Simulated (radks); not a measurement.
Spherical jellium clusters: N electrons in a uniform positive sphere of charge N and radius rs N^(1/3), rs = 4.82 bohr. Method: non-relativistic Kohn-Sham, PBEsol, spin-polarised, spherical densities; computed with a radial shooting solver with Libxc functionals. Levels are named by radial order and angular momentum (1s, 1p, 1d, 2s, ...), and open shells are averaged over m.

N = 7, configuration 1s2 1p(up 3, down 2). This is the lowest configuration that the search found. Occupied levels:

| level | occupation | eigenvalue (eV) | <r> (bohr) |
|---|---|---|---|
| 1s up | 1 | -3.6664 | 6.229 |
| 1s down | 1 | -3.5307 | 6.156 |
| 1p up | 3 | -2.7580 | 7.433 |
| 1p down | 2 | -2.6007 | 7.441 |

Energy (eV): total -12.1742, kinetic 8.6806, external -171.04, Hartree 84.610, exchange-correlation -21.190, background 86.766.
